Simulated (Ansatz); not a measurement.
```yaml
crystal:
  periodic: [false, false, false]
  atoms:
    - {symbol: Sr, position_ang: [0.708409, 2.118129, -0.729158]}
    - {symbol: Sr, position_ang: [-0.833759, -1.218761, -1.828459]}
    - {symbol: Sr, position_ang: [-1.690380, 0.255551, 1.612358]}
    - {symbol: Sr, position_ang: [1.815721, -1.154920, 0.945268]}
basis:
  gaussian: {orbitals: def2-mTZVP}
hamiltonian: {xc: {name: RPBE}}
scf: {omitted_lower_state_checks: [starts]}
output: {forces: true}
```

```sh
$ ansatz run in.yaml --threads 4 --pin off --events-out ev --progress --plain --max-ram 3916MiB
```

Shortened log:

```
Functional definition: RPBE
1252 factors; their error is unknown
mean field evaluation 1: about -3338.8048 eV, gradient 3.5e1 eV
mean field evaluation 2: about -3309.6899 eV, gradient 8.4e1 eV
mean field evaluation 4: about -3345.1064 eV, gradient 1.7e0 eV
mean field evaluation 8: about -3345.1275 eV, gradient 1.5e-1 eV
mean field evaluation 16: about -3345.1236 eV, gradient 1.6e-4 eV
mean field -3345.12362845 eV, -122.9310259393 hartree, gradient 9.2e-6 eV, S^2 0.000000; 0 other end points of the search recorded, 0 dependent functions left out
reference -3345.12366513 eV, -122.9310272871 hartree; 20, 20 occupied and 112, 112 virtual orbitals, 1252 factors
Total energy: -3345.12366513 eV, -122.9310272871 hartree
Atom 0 at     0.708409     2.118129    -0.729158 Å, force     0.235438     0.689148    -0.238205 eV/Å
Atom 1 at    -0.833759    -1.218761    -1.828459 Å, force    -0.274734    -0.395703    -0.592622 eV/Å
Atom 2 at    -1.690380     0.255551     1.612358 Å, force    -0.552074     0.078677     0.523196 eV/Å
Atom 3 at     1.815721    -1.154920     0.945268 Å, force     0.591370    -0.372122     0.307631 eV/Å
Dipole moment:     0.000015    -0.000266     0.000026 e Å
Checks for a lower state left out: starts
```

Run time 3.2 s (4 threads of Arm Neoverse N1 on a shared host).

In the def2 sets Sr takes a core potential; there is no spin–orbit coupling.
